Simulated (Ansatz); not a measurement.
`C=[CH][SnH2][Br]` + `[OH][SnH3]` → `C=C[O][SnH3]` + `[Br][SnH3]`  (substitution at a C–Sn bond)

Computed with Ansatz on PBE0-D4/def2-TZVP structures; ΔE is electronic, products minus reactants. CCSD(T)/CBS is the MP2 limit (def2-TZVPP, def2-QZVPP) plus CCSD(T) − MP2 in def2-TZVPP, frozen cores. DFT in def2-TZVPP. B3LYP here is the variant with VWN-RPA as its local correlation; programs differ in this. Elements past krypton have def2 core potentials. For Br, Sn outer-core shells are correlated without core-valence functions, which leaves a few kJ/mol of doubt a bond. Scalar relativity is left out up to krypton. One conformer a species, not always the lowest.

(1) Is it downhill or uphill in electronic energy at CCSD(T)/CBS, and by how much? (An estimate is asked.)

(2) What do these levels give: B3LYP-D4, ωB97X-V, ωB97M-V, B2PLYP, PBE, r2SCAN, B3LYP, HF/def2-TZVPP, SCS-MP2/def2-TZVPP, CCSD(T)/def2-TZVPP, SCS-MP2/def2-QZVPP, CCSD/CBS(def2)? (An estimate is asked.)

Largest T1 diagnostic among the species: 0.015.

Results:

(1) Ansatz gave: Uphill: ΔE = +44.0 kJ/mol.

(2) The calculation gave: B3LYP-D4 26.7, ωB97X-V 27.6, ωB97M-V 30.6, B2PLYP 32.3, PBE 23.6, r2SCAN 23.6, B3LYP 25.7, HF/def2-TZVPP 25.9, SCS-MP2/def2-TZVPP 42.2, CCSD(T)/def2-TZVPP 38.1, SCS-MP2/def2-QZVPP 45.5, CCSD/CBS(def2) 43.7 kJ/mol.

In def2-TZVPP, CCSD(T) changes the Hartree–Fock value by +12.2 kJ/mol (the triples alone add +0.3 kJ/mol) and MP2 by +19.4 kJ/mol.
